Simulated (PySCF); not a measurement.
Compound: C6H7NO.
SMILES with atom numbers: `[CH2:1]=[CH:2][CH2:3][c:4]1[cH:5][cH:6][o:7][n:8]1` (hydrogens: H9, H10 on C1; H11 on C2; H12, H13 on C3; H14 on C5; H15 on C6)

Structure optimised with GFN2-xTB, isolated species.

Q: Give the optimised bond lengths and angles.

A: 
```csv
bond,length (Å),order
C1=C2,1.319,double
C2–C3,1.501,single
C3–C4,1.490,single
C4–C5,1.422,aromatic
C5–C6,1.360,aromatic
C6–O7,1.336,aromatic
O7–N8,1.353,aromatic
C4–N8,1.307,aromatic
C1–H9,1.078,single
C1–H10,1.077,single
C2–H11,1.082,single
"C3–H12, C3–H13",1.092,single
C5–H14,1.069,single
C6–H15,1.072,single
```

Bonds in one row agree within 0.01 Å and their mean is given. Orders are formal, as drawn. A selection of angles:
```csv
angle,degrees
C1–C2–C3,124.4
C2–C3–C4,109.8
C3–C4–C5,127.5
C3–C4–N8,122.4
C5–C4–N8,110.1
C4–C5–C6,103.5
C5–C6–O7,109.8
C6–O7–N8,109.0
C4–N8–O7,107.6
```

Dihedral angles: C1–C2–C3–C4 121° (anticlinal); C2–C3–C4–C5 -73° (synclinal). The mirror-image conformer, all signs reversed, is as good.

O7 (ring oxygen) is bent (angle 109.0°). The 5-membered ring C4–C5–C6–O7–N8 has internal angles of 103.5° to 110.1°; it is planar, 0.00 Å rms from its mean plane, widest ring torsion 0°. The 5 C–C bonds span 1.319 Å (C1=C2, drawn double) to 1.501 Å (C2–C3, drawn single), a spread of 0.182 Å. Of the pairs four or more bonds apart, H9···H13 is among the closest relative to their van der Waals radii: 2.42 Å, 101 % of the sum of Bondi's values.

Point group: C1 (no symmetry element, even within 0.4 Å). No GFN2-xTB frequencies stand behind this structure, so it isn't proved a minimum. One conformer, not necessarily the lowest.

The numbers are calculated, not measured.
